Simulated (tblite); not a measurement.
Isomers of C6H11O2 (doublet state). Calculated harmonic vibrations of the isolated species, GFN2-xTB (tblite), most abundant isotopes, no scaling. Against measured fundamentals such values can be off by several per cent, at times by over 20. One conformer each. Open shells enter through the occupations alone, without spin polarisation, and single modes of such species can be off by tens of per cent.

Electronic energies: GFN2-xTB at the same geometries; isomer energies are rough at this level and their order can be wrong.

```tsv
SMILES	electronic energy, lowest = 0 (kcal/mol)
CO[C@H]1CC[CH]CO1	11.1
[CH2]O[C@H]1CCCCO1	10.2
CC/C(C)=C/OC[O]	31.1
C[C](C)COC(C)=O	0.0
[CH2]CCCC(=O)OC	12.0
```

Q: How do GFN2-xTB zero-point energies change the relative energies?

A: 
```tsv
SMILES	ZPE (kcal/mol)	of it from modes above 1550 cm⁻¹	electronic (kcal/mol)	with ZPE, lowest = 0 (kcal/mol)	lowest mode (cm⁻¹)	rings
C[C](C)COC(C)=O	97.8	49.5	0.0	0.0	17i	0
[CH2]O[C@H]1CCCCO1	100.5	46.9	10.2	12.9	84	1
CO[C@H]1CC[CH]CO1	99.5	46.2	11.1	12.8	74	1
[CH2]CCCC(=O)OC	98.6	49.8	12.0	12.8	47	0
CC/C(C)=C/OC[O]	97.2	48.3	31.1	30.5	18i	0
```

The zero-point energies span 3.3 kcal/mol, from `CC/C(C)=C/OC[O]` to `[CH2]O[C@H]1CCCCO1`. Slightly imaginary modes are left out of the zero-point energy: `C[C](C)COC(C)=O` 17.3i cm⁻¹ and `CC/C(C)=C/OC[O]` 18.3i cm⁻¹. The lowest isomer stays, but the order above it changes.

Q: What do entropy and thermal enthalpy add at 298.15 K and 1 bar (rigid rotor, harmonic oscillator, one conformer each)?

A: 
```
            SMILES  point group  symmetry number  S (cal/(mol K))  H − H(0) (kcal/mol)  ZPE + H − H(0) − TS (kcal/mol)
[CH2]O[C@H]1CCCCO1           C1                1             89.2                 5.78                            79.7
 CO[C@H]1CC[CH]CO1           C1                1             92.2                 6.10                            78.1
   [CH2]CCCC(=O)OC           C1                1             99.1                 6.82                            75.8
```

S holds R ln(2S + 1) for the spin.

Not tabulated: `C[C](C)COC(C)=O` (lowest mode only 17i cm⁻¹); `CC/C(C)=C/OC[O]` (lowest mode only 18i cm⁻¹).
